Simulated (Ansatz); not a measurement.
Problem. Predict a relaxed structure of the cluster Li₂Br₂⁺, charge 1, doublet, at r2SCAN-D4/def2-TZVP (Ansatz).

Solution. 
Cartesian coordinates in Å:
```
Li 1.000 0.485 -1.605
Li -0.509 -0.602 1.786
Br -0.107 1.429 0.410
Br -0.384 -1.312 -0.592
```
Point group C2v (tolerance 0.1 Å). This is one stationary point.

In the doublet, Br3 and Br4 lie 2.93 Å apart (atoms count from 1), so these atoms are partly bonded to each other. The relaxation made no stability test and no search for a lower SCF solution. The structure comes from a short search, and lower isomers may exist.
